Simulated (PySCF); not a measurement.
**Electron correlation in Cr²⁺ (chromium, charge +2)**

[Ar] 3d3 4p1, one real determinant (an excited configuration). Calculation: PySCF 2.14, in x2c-QZVPPall (11s7p5d3f2g, 96 functions); the spin-free X2C one-electron Hamiltonian (Gaussian nucleus). Frozen: [Ar]; 4 electrons correlated.

| level | correlation energy (mhartree) |
| --- | --- |
| CCSD | -31.06 |
| (T) | -0.66 |
| CCSD(T) | -31.72 |

Diagnostics: T1 = 0.0057, D1 = 0.0135, largest double amplitude 0.079.

Problem. Is a single reference adequate?

Solution. Mostly. T1 lies below 0.03, but a double amplitude of this size points to a near-degeneracy that CCSD handles and MP2 describes poorly.

The reference is one real determinant that mixes LS terms of this configuration.
